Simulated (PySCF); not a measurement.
Species: C₉H₁₄F₃ (charge +1).
SMILES with atom numbers: `[CH3:1][CH2:2][C@@H:3]1[CH2:4][C+:5]([CH3:6])[C@@:7]([F:8])([CH:9]([F:10])[F:11])[CH2:12]1` (hydrogens: H13, H14, H15 on C1; H16, H17 on C2; H18 on C3; H19, H20 on C4; H21, H22, H23 on C6; H24 on C9; H25, H26 on C12)

Method used: PySCF, PBE0-D3(BJ)/def2-SVP geometry optimisation, gas phase.

Question: Give the optimised bond lengths and angles.

Answer: 
```
                  bond  length (pm)   order
                 C1–C2        152.0  single
                 C2–C3        152.3  single
                 C3–C4        153.5  single
                 C4–C5        144.3  single
                 C5–C6        143.8  single
                 C5–C7        149.7  single
                 C7–F8        135.8  single
                 C7–C9        156.6  single
                C9–F10        133.7  single
                C9–F11        133.7  single
                C7–C12        152.8  single
                C3–C12        153.6  single
C1–H13, C1–H14, C1–H15        110.0  single
                C2–H16        110.5  single
                C2–H17        110.2  single
                C3–H18        110.1  single
                C4–H19        110.4  single
                C4–H20        112.8  single
                C6–H21        109.5  single
                C6–H22        111.6  single
                C6–H23        110.6  single
                C9–H24        110.4  single
               C12–H25        110.3  single
               C12–H26        109.9  single
```

Bonds in one row agree within 1 pm and their mean is given. Orders are formal, as drawn. A selection of angles:
```
     angle  degrees
  C1–C2–C3    113.7
  C2–C3–C4    114.4
 C2–C3–C12    114.3
 C4–C3–C12    102.2
  C3–C4–C5    108.5
  C4–C5–C6    128.2
  C4–C5–C7    109.4
  C6–C5–C7    122.4
  C5–C7–F8    111.7
  C5–C7–C9    108.6
 C5–C7–C12    104.3
  F8–C7–C9    105.2
 F8–C7–C12    115.0
 C9–C7–C12    112.0
 C7–C9–F10    109.4
 C7–C9–F11    110.6
F10–C9–F11    108.6
 C3–C12–C7    104.9
```

Torsions: C1–C2–C3–C4 -65° (synclinal); C2–C3–C4–C5 -147° (anticlinal); C3–C4–C5–C6 -178° (antiperiplanar); C4–C5–C7–F8 141° (anticlinal); C5–C7–C9–F10 -61° (synclinal); C5–C7–C12–C3 -30°; C2–C3–C12–C7 156° (antiperiplanar).

The C–C distances run from 1.438 Å (C5–C6, drawn single) to 1.566 Å (C7–C9, drawn single), a spread of 0.128 Å. Of the pairs four or more bonds apart, F10···H22 is among the closest relative to their van der Waals radii: 2.26 Å, 85 % of the sum of Bondi's values. The 5-membered ring C3–C4–C5–C7–C12 has internal angles of 102.2° to 109.4° (sum 529°, against 540° for a flat polygon); it is puckered, 0.14 Å rms from its mean plane, widest ring torsion 32°. C5 (formal carbocation centre) is planar (angles 128.2°, 122.4° and 109.4°, sum 360.0°, 0.02 Å off the plane of its three neighbours). The C–F distances run from 1.337 Å (C9–F10, drawn single) to 1.358 Å (C7–F8, drawn single), a spread of 0.021 Å.

Point group: C1 (no symmetry element, even within 0.4 Å). Not checked by PBE0-D3(BJ)/def2-SVP frequencies.

One conformer stands for the species.
